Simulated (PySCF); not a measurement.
# Excitation energy of Fe²⁺ by level of theory

Fe²⁺ [Ar] 3d6 (5D) → Fe²⁺ [Ar] 3d5 4s1 (7S), as a difference of total energies. Computed with PySCF 2.14 in def2-QZVPPD (11s6p5d4f2g, 100 functions), with the non-relativistic Hamiltonian (point nucleus). Correlated levels: valence: [Ar] frozen. The calculations carry no spin-orbit coupling.

| method | excitation energy (cm⁻¹) |
| --- | --- |
| UHF | 22087 |
| MP2 (valence) | 31726 |
| SCS-MP2 (valence) | 35678 |
| CCSD (valence) | 31118 |
| CCSD(T) (valence) | 31404 |

A first-order spin-orbit estimate (lowest level to lowest level, LS coupling) adds 0.060 eV.
